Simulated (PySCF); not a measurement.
# Calculated NMR parameters of O=C=C(Cl)C[SiH2][SiH3]

* Formula: C3H7ClOSi2
* SMILES: O=C=C(Cl)C[SiH2][SiH3]
* Point group of the computed structure: C1
* Degrees of unsaturation: 2
* Carbon signals: 3
* Proton signals: 3

Mapped SMILES: `[O:1]=[C:2]=[C:3]([Cl:4])[CH2:5][SiH2:6][SiH3:7]` (H(Xn): hydrogen on atom n).

PySCF calculation with GFN2-xTB structure and σ from GIAO-PBE0/pcSseg-1; non-relativistic Hamiltonian, one computed conformer, fast rotation and ring inversion assumed for equivalent nuclei, gas phase.

δ = σ(ref) − σ, references computed at the same level: ¹H and ¹³C and ²⁹Si against TMS; ¹⁷O vs H2O.

| carbon | δC, type | δH (multiplicity) | HMBC from (2–3 bonds) | span of the C tensor (ppm) |
| --- | --- | --- | --- | --- |
| C2 | 223.8, C | – | H(C5) | 115 |
| C3 | 65.4, C | – | H(Si6), H(C5) | 63 |
| C5 | 14.1, CH2 | 1.73 (t) | H(Si6), H(Si7) | 21 |

Other nuclei:
```json
{"atoms": "H(Si6)", "nucleus": "¹H", "environment": "hydrogen on a silicon bonded to C, Si", "δ (ppm)": "4.17", "σ (ppm)": "27.55"}
{"atoms": "H(Si7)", "nucleus": "¹H", "environment": "hydrogen on a silicon bonded to Si", "δ (ppm)": "3.44", "σ (ppm)": "28.28"}
{"atoms": "Si6", "nucleus": "²⁹Si", "environment": "silicon bonded to C, Si, 2 H", "δ (ppm)": "-75.1", "σ (ppm)": "424.2"}
{"atoms": "Si7", "nucleus": "²⁹Si", "environment": "silicon bonded to Si, 3 H", "δ (ppm)": "-119.6", "σ (ppm)": "468.7"}
{"atoms": "O1", "nucleus": "¹⁷O", "environment": "carbonyl oxygen", "δ (ppm)": "467.5", "σ (ppm)": "-131.4"}
```

Carbon types of the structure: 2 × C, 1 × CH2, leaving 5 H on heteroatoms. δC 223.8: central carbon of a ketene. δC 65.4: terminal carbon of a ketene. δC 14.1: allylic sp3 CH2 bonded to Si. δH 3.44: hydrogen on a silicon bonded to Si. δH 1.73: hydrogen on an allylic sp3 CH2 bonded to Si; allylic position.

Carbons that carry Cl, above all several Cl atoms, come out too deshielded, partly because spin–orbit coupling is missing. Shifts are as computed. Against solution values, carbons near 30 ppm lie about +3 ppm off and those near 130 ppm about +5 ppm; carbons on Cl a further +6 ppm. Of 1211 compounds with measured shifts, 218 miss one by over three times the rms of a fit or turn the order of signals round; such compounds aren't used in these exercises. Unscaled 17O shifts of doubly bonded oxygen tend to come out too high, by tens of ppm or more. Experimental scales use liquid or dissolved standards, which lie at an offset from isolated H2O (liquid H2O: subtract about 36 ppm). Multiplicities follow the n + 1 count of equivalent neighbours, as no J values were calculated; m marks all less simple cases, F and P coupling included.
